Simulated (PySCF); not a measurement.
## One molecule, a ladder of functionals, a line

Molecule: `NB1SCCS1`, C2H6BNS2.

Geometry:
```csv
atom,x (Å),y (Å),z (Å)
N1,2.510,0.332,0.556
B2,1.142,0.149,0.335
S3,0.325,-1.479,0.449
C4,-1.240,-0.902,-0.296
C5,-1.505,0.524,0.138
S6,0.011,1.516,-0.091
H7,2.944,1.244,0.588
H8,3.148,-0.436,0.714
H9,-1.153,-0.966,-1.392
H10,-2.044,-1.579,0.030
H11,-2.306,0.983,-0.461
H12,-1.796,0.564,1.199
```

GIAO shieldings (ppm, equivalent atoms averaged) in PySCF 2.14 on the PBE0-D3(BJ)/def2-SVP geometry, basis pcSseg-1, gas phase, non-relativistic:

| functional | exact exchange (%) | σ(N1) | σ(S3/S6) | σ(C4/C5) |
| --- | --- | --- | --- | --- |
| BLYP | 0 | 179.6 | 472.5 | 129.4 |
| BP86 | 0 | 180.9 | 490.4 | 135.0 |
| PBE | 0 | 181.1 | 490.7 | 135.4 |
| PBE0 | 25 | 185.0 | 523.7 | 142.7 |
| mPW1PW91 | 25 | 184.2 | 520.6 | 141.8 |
| BHandHLYP | 50 | 188.0 | 537.4 | 144.1 |
| HF | 100 | 196.5 | 600.3 | 156.6 |

(1) Fit each shielding as a line in the percentage of exact exchange.

(2) What does the line predict for B3LYP (20 %), and what does the run give?

Results:

(1) σ(N1) = 180.5 + 0.16 x (rms 0.5 ppm); σ(S3/S6) = 486.9 + 1.14 x (rms 7.3 ppm); σ(C4/C5) = 134.2 + 0.23 x (rms 2.4 ppm). The functionals also differ in their semilocal parts, which the line can't hold; Hartree–Fock has no correlation at all.

(2) σ(N1): 183.7 predicted, 182.8 computed; σ(S3/S6): 509.7 predicted, 499.8 computed; σ(C4/C5): 138.8 predicted, 135.9 computed ppm.
